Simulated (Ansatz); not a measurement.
Input and output for C8H7ClO2, SMILES `COc1ccc(C(=O)Cl)cc1`.

```yaml
crystal:
  periodic: [false, false, false]
  atoms:
    - {symbol: C, position_ang: [2.274495, -1.778023, -1.363507]}
    - {symbol: O, position_ang: [1.782641, -1.535780, -0.063728]}
    - {symbol: C, position_ang: [0.764771, -0.674401, 0.082612]}
    - {symbol: C, position_ang: [0.153688, 0.004513, -0.972250]}
    - {symbol: C, position_ang: [-0.888556, 0.870307, -0.708275]}
    - {symbol: C, position_ang: [-1.339969, 1.077017, 0.594086]}
    - {symbol: C, position_ang: [-2.452442, 2.016741, 0.767110]}
    - {symbol: O, position_ang: [-3.004498, 2.617971, -0.093892]}
    - {symbol: Cl, position_ang: [-2.993071, 2.243749, 2.462797]}
    - {symbol: C, position_ang: [-0.720755, 0.392139, 1.641479]}
    - {symbol: C, position_ang: [0.318213, -0.472577, 1.390452]}
    - {symbol: H, position_ang: [3.084225, -2.495797, -1.249892]}
    - {symbol: H, position_ang: [2.664070, -0.862118, -1.818634]}
    - {symbol: H, position_ang: [1.500432, -2.204954, -2.008759]}
    - {symbol: H, position_ang: [0.483592, -0.136942, -1.992162]}
    - {symbol: H, position_ang: [-1.372452, 1.404167, -1.516861]}
    - {symbol: H, position_ang: [-1.062066, 0.544234, 2.656532]}
    - {symbol: H, position_ang: [0.807670, -1.010215, 2.192901]}
basis:
  gaussian: {orbitals: x2c-TZVPPall}
total_charge: 1
magnetization: {spin_polarized: true, initial_magnetization: 1}
hamiltonian: {xc: {name: B3LYP5}, pseudopotentials: {relativity: scalar}}
```

```sh
$ ansatz run in.yaml --threads 4 --pin off --events-out ev --progress --plain --max-ram 46080MiB --backend cuda --devices 0, --max-vram 37GiB
```

Output, abridged:

```
Functional definition: B3LYP5
2452 factors; their error is unknown
mean field evaluation 1: about -25027.2349 eV, gradient 8.0e1 eV
mean field evaluation 2: about -24801.8545 eV, gradient 2.1e2 eV
mean field evaluation 4: about -25046.9727 eV, gradient 4.6e1 eV
mean field evaluation 8: about -25059.6201 eV, gradient 3.2e0 eV
mean field evaluation 16: about -25059.6936 eV, gradient 8.9e-2 eV
mean field evaluation 32: about -25059.6936 eV, gradient 2.0e-5 eV
mean field -25059.69358106 eV, -920.9267530334 hartree, gradient 2.0e-5 eV, S^2 0.767498; 5 other end points of the search recorded, 0 dependent functions left out
reference -25059.69390926 eV, -920.9267650948 hartree; 44, 43 occupied and 406, 407 virtual orbitals, 2452 factors
Total energy: -25059.69390926 eV, -920.9267650948 hartree
Relativity: scalar
```

Run time 7 s (4 threads of an AMD EPYC 7R13 on a shared host and a share of an NVIDIA H100 80 GB); peak host memory 1.1 GiB.
